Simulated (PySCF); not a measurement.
A side-by-side comparison of computed properties.

First species: C₅H₈OSi.
InChI=1S/C5H8OSi/c1-6-5-2-3-7-4-5/h2-4H,7H2,1H3

Second species: C6H10FN3.
Z-matrix (Å and degrees, PBE0-D3(BJ)/def2-SVP geometry), rows numbered from 1:
```
C 
C   1  1.5185
C   2  1.5253  1  113.70
C   3  1.5198  2  113.16  1   177.26
N   3  1.4589  2  110.26  1   -59.02
N   5  1.3109  3  122.40  2   121.03
C   6  1.3320  5  104.54  3   178.99
C   7  1.4008  6  106.62  5     0.01
F   8  1.3118  7  128.51  6  -179.86
N   8  1.3177  7  109.87  6    -0.11
H   1  1.0999  2  111.08  3  -179.49
H   1  1.1006  2  111.25  3    60.80
H   1  1.1017  2  111.46  3   -59.27
H   2  1.1024  1  110.34  3   120.75
H   2  1.1025  1  110.40  3  -121.78
H   3  1.1004  2  109.61  1    53.96
H   4  1.0999  3  110.37  2    60.48
H   4  1.0994  3  110.87  2  -179.32
H   4  1.0996  3  110.12  2   -59.36
H   7  1.0866  6  122.65  5   179.88
```

Levels: PBE0/def2-SVPD for dipole moment, HOMO energy, LUMO energy, HOMO–LUMO gap, static isotropic polarisability and electronic spatial extent ⟨r²⟩ about the centre of nuclear charge; TDDFT PBE0/def2-SVPD for lowest singlet excitation; TDA PBE0/def2-SVPD for lowest triplet excitation (Tamm–Dancoff); ΔSCF PBE0/def2-SVPD for vertical ionisation energy; PBE0-D3(BJ)/def2-SVP for rotational constant A and rotational constant C. Geometries: PBE0-D3(BJ)/def2-SVP. Each structure is a single optimised conformer of the isolated species, non-relativistic unless stated; the electronic structure was computed with PySCF and density fitting.

The conformers computed, where there is a choice (atom-mapped SMILES and torsion angles):
- `[CH3:1][O:2][C:3]1=[CH:4][SiH2:5][CH:6]=[CH:7]1`: C1–O2–C3–C4 0°
- `[CH3:1][CH2:2][C@@H:3]([CH3:4])[n:5]1[n:6][cH:7][c:8]([F:9])[n:10]1`: C1–C2–C3–C4 177°, C2–C3–N5–N6 121°

Values for the first species:

```
Dipole moment                                                     : 1.35 D
HOMO energy                                                       : -6.47 eV
LUMO energy                                                       : -1.24 eV
HOMO–LUMO gap                                                     : 5.23 eV
Lowest singlet excitation                                         : 4.34 eV
Lowest triplet excitation (Tamm–Dancoff)                          : 2.83 eV
Static isotropic polarisability                                   : 88.9 au
Vertical ionisation energy                                        : 8.27 eV
Electronic spatial extent ⟨r²⟩ about the centre of nuclear charge : 1001 bohr²
Rotational constant A                                             : 5.139 GHz
Rotational constant C                                             : 1.192 GHz
```

Task: Estimate the same properties for the second species, and the change in each.

Result: 
```json
{"property": "dipole moment", "first": "1.35 D", "second": "1.96 D", "second less first": "+0.61 D"}
{"property": "HOMO energy", "first": "-6.47 eV", "second": "-7.54 eV", "second less first": "-1.07 eV"}
{"property": "LUMO energy", "first": "-1.24 eV", "second": "-0.31 eV", "second less first": "+0.93 eV"}
{"property": "HOMO–LUMO gap", "first": "5.23 eV", "second": "7.23 eV", "second less first": "+2.00 eV"}
{"property": "lowest singlet excitation", "first": "4.34 eV", "second": "6.36 eV", "second less first": "+2.02 eV"}
{"property": "lowest triplet excitation (Tamm–Dancoff)", "first": "2.83 eV", "second": "4.70 eV", "second less first": "+1.87 eV"}
{"property": "static isotropic polarisability", "first": "88.9 au", "second": "90.9 au", "second less first": "+2.0 au"}
{"property": "vertical ionisation energy", "first": "8.27 eV", "second": "9.44 eV", "second less first": "+1.17 eV"}
{"property": "electronic spatial extent ⟨r²⟩ about the centre of nuclear charge", "first": "1001 bohr²", "second": "1534 bohr²", "second less first": "+533 bohr²"}
{"property": "rotational constant A", "first": "5.139 GHz", "second": "2.230 GHz", "second less first": "-2.909 GHz"}
{"property": "rotational constant C", "first": "1.192 GHz", "second": "0.831 GHz", "second less first": "-0.361 GHz"}
```

On the first: In atomic units the dipole is 0.53 e·bohr (1 au = 2.5417 D). A dipole of 1.35 D is allowed in Cs, and pure rotational transitions are dipole-allowed.

On the second: S1 lies 0.87 eV below the HOMO–LUMO gap; its leading configuration is HOMO→LUMO, weight 0.94.
